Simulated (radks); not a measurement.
Question: Ga XIX, configuration [Ne] 3s2 3p1. All-electron calculation, Dirac Kohn-Sham, PBEsol, spin-unpolarised, spherical densities, point nucleus; open shells fill j = l - 1/2 first. Program: a radial shooting solver on a logarithmic mesh with Libxc functionals.

Spin-orbit splittings of the eigenvalues, e(l+1/2) - e(l-1/2), with zeta = 2 splitting/(2l+1) and mean radii in bohr:

shell  occ.  splitting (eV)  zeta (eV)  <r> j=l-1/2  <r> j=l+1/2
2p        6               ?          ?       0.1856       0.1890
3p        1           6.155      4.103       0.5317       0.5370
3d        0           1.227     0.4909       0.4854       0.4869

Estimate the 2p splitting.

Answer: 28.33 eV (zeta = 18.88 eV).
